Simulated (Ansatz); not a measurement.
C3H3N, SMILES `C#CN=C` (charge 0, multiplicity 1).

Cartesian coordinates (Å):
SMILES: C#CN=C
```xyz
7

C      0.2780     1.0625    -1.3798
C     -0.0138     0.2161    -0.5738
N     -0.3842    -0.7892     0.2182
C     -0.1908    -0.7635     1.4753
H      0.5410     1.8168    -2.0783
H     -0.5164    -1.6151     2.0643
H      0.2862     0.0724     1.9908
```
Charge 0, spin multiplicity 1.

Frozen-core energies in 6-31g from Ansatz (a quantum-chemistry and plane-wave program) at a geometry from B3LYP-D3(BJ)/def2-TZVP; the HF reference has <S^2> = 0.00 (restricted, and unstable towards unrestricted orbitals) and the T1 diagnostic is 0.014.

| level | energy (Ha) |
|---|---|
| HF | -169.61355 |
| MP2 | -169.98818 |
| CCSD | -170.01275 |

Q: Estimate the energies of CCSD(T), CCSDT and CCSDT(Q), and give each level's difference from CCSDT(Q).

A: 
```json
[
 {"level": "MP2", "energy (Ha)": "-169.98818", "difference from CCSDT(Q) (mHa)": "40.75"},
 {"level": "CCSD", "energy (Ha)": "-170.01275", "difference from CCSDT(Q) (mHa)": "16.19"},
 {"level": "CCSD(T)", "energy (Ha)": "-170.02681", "difference from CCSDT(Q) (mHa)": "2.13"},
 {"level": "CCSDT", "energy (Ha)": "-170.02709", "difference from CCSDT(Q) (mHa)": "1.84"},
 {"level": "CCSDT(Q)", "energy (Ha)": "-170.02893", "difference from CCSDT(Q) (mHa)": "0.00"}
]
```
